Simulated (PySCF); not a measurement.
Identify the unknown among the candidates.

All candidates are C5H3NO.

* Rotational structure: rotational constants A, B, C: 9.303, 2.058, 1.685 GHz [GFN2-xTB]
* Couplings: largest of the computed one-bond spin–spin couplings (means over like bonds): 13C–1H +212.6, 13C–1H +188.4, 13C–1H +185.6, 13C–13C +126.6, 13C–13C +77.6, 13C–13C +71.0, 13C–13C +56.4, 17O–13C +25.9 Hz [B3LYP/pcJ-1, spin–dipole term left out]
* Dipole: 4.76 D [PBE0/pcSseg-1]
* 13C NMR: chemical shifts (computed TMS as zero) by class: 152.0 (1 C), 132.8 (1 C), 132.6 (1 C), 118.6 (1 C), 116.5 (1 C) ppm [GIAO PBE0/pcSseg-1]
* NMR, other nuclei: isotropic shieldings of nuclei other than C and H, by class: -62 (1 N), 23 (1 O) ppm [GIAO PBE0/pcSseg-1]
* 1H NMR: chemical shifts (computed TMS as zero) by class: 7.65 (1 H), 7.44 (1 H), 6.81 (1 H) ppm [GIAO PBE0/pcSseg-1]

Gas-phase values; electronic properties from PySCF, density fitting. Levels stand in brackets. Isolated species at its GFN2-xTB geometry, gas phase. NMR classes are plain means over equivalent atoms (diastereotopic ones count apart unless rotation or inversion swaps them), as if these changed places fast.

**Question.** Which candidate is it?
A. `N#Cc1ccco1`
B. `C#Cc1cnoc1`
C. `N#CC1=CCC1=O`
D. `C#CC#CC(N)=O`

**Answer.** A. It is `N#Cc1ccco1`. Numbering: `[N:1]#[C:2][c:3]1[cH:4][cH:5][cH:6][o:7]1`. Its formula, C5H3NO, gives 5 degrees of unsaturation: 1 ring and 4 π bonds in the structure found (Kekulé form). 5 carbons fall into 5 classes; from least to most shielded: aromatic CH next to a ring oxygen [C6] (152.0 ppm), substituted aromatic carbon [C3] (132.8 ppm), aromatic CH carbon [C4] (132.6 ppm), aromatic CH carbon [C5] (118.6 ppm), nitrile carbon [C2] (116.5 ppm). Hydrogen classes from least to most shielded: 1 H on an aromatic CH next to a ring oxygen, C6 (7.65 ppm), 1 H on an aromatic CH carbon, C4 (7.44 ppm), 1 H on an aromatic CH carbon, C5 (6.81 ppm). The other shieldings belong to: -62 ppm, nitrile nitrogen [N1]; 23 ppm, furan-type oxygen [O7]. The couplings run between: +212.6 Hz, aromatic CH next to a ring oxygen [C6] and its hydrogen; +188.4 Hz, aromatic CH carbon [C4] and its hydrogen; +185.6 Hz, aromatic CH carbon [C5] and its hydrogen; +126.6 Hz, nitrile carbon [C2] and substituted aromatic carbon [C3]; +77.6 Hz, substituted aromatic carbon [C3] and aromatic CH carbon [C4]; +71.0 Hz, aromatic CH carbon [C5] and aromatic CH next to a ring oxygen [C6]; +56.4 Hz, aromatic CH carbon [C4] and aromatic CH carbon [C5]; +25.9 Hz, furan-type oxygen [O7] and aromatic CH next to a ring oxygen [C6]. The optimised geometry has point group Cs and is an asymmetric top.

The others, at the same levels:
- `C#Cc1cnoc1` fails: its computed 13C shifts are 170.3 (1 C), 156.9 (1 C), 109.4 (1 C), 92.8 (1 C), 76.2 (1 C) ppm, 1H shifts are 8.78 (1 H), 8.40 (1 H), 2.92 (1 H) ppm and rotational constant A is 9.803 GHz (against 9.303 GHz).
- `C#CC#CC(N)=O` fails: its computed 13C shifts are 153.4 (1 C), 80.1 (1 C), 77.6 (1 C), 73.0 (1 C), 70.7 (1 C) ppm, 1H shifts are 5.21 (1 H), 4.70 (1 H), 1.68 (1 H) ppm and rotational constant A is 11.496 GHz (against 9.303 GHz).
- `N#CC1=CCC1=O` fails: its computed 13C shifts are 185.0 (1 C), 180.9 (1 C), 132.9 (1 C), 114.0 (1 C), 53.1 (1 C) ppm, 1H shifts are 8.74 (1 H), 3.45 (2 H) ppm and rotational constant A is 5.419 GHz (against 9.303 GHz).

Each candidate is one conformer, not necessarily the lowest. Dipoles, sizes and rotational constants follow the conformer. The torsions of the flexible species, by atom-mapped SMILES:
- `[CH:1]#[C:2][C:3]#[C:4][C:5]([NH2:6])=[O:7]`: H–N6–C5–C4 0°, H–N6–C5–C4 180°
